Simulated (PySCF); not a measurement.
**Correlation energy of Mg⁺ (magnesium, charge +1)**

[Ne] 3d1, 2D determinant (an excited configuration). Calculation: PySCF 2.14, in dyall-acv3z (20s13p7d4f, 122 functions); no relativity, point nucleus. Frozen: 1s2; 9 electrons correlated; the 20 highest virtual orbitals of each spin left out.

MP2 pair energies summed by pair of shells (mhartree):

```tsv
pair	energy	share (%)
2p-2p	-194.01	70.9
2s-2p	-67.45	24.6
2s-2s	-10.24	3.7
2p-3d	-1.81	0.7
2s-3d	-0.16	0.1
```

Total MP2 correlation energy: -273.67 mhartree.

Same-spin part -70.46 and opposite-spin part -203.21 mhartree; SCS-MP2 scales them by 1/3 and 6/5 to -267.34 mhartree.
